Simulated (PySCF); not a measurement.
Level of theory: ωB97X-D3(BJ)/def2-TZVP // B3LYP-D3(BJ)/def2-SVP (PySCF 2.14.0). Gas-phase values, no solvent. Excitations are Tamm–Dancoff values on a coarser integration grid. The basis has no diffuse functions, so Rydberg states are missing or too high.

Reference species (SMILES): `CC1=C[Si](C)(C)C=C1C` (neutral, multiplicity 1).

- dipole moment: 0.59 D
- S1–T1 gap (TDA): 1.93 eV
- S1 oscillator strength: 0.060

Changed species: `CC1=CC=C(C)[Si]1(C)C`.

Task: Predict the effect on the dipole moment, S1–T1 gap (TDA) and S1 oscillator strength.

Result: the dipole moment decreases by 0.06 D, to 0.53 D; the S1–T1 gap (TDA) falls by 0.02 eV, to 1.91 eV; the S1 oscillator strength goes up by 0.088, to 0.148.
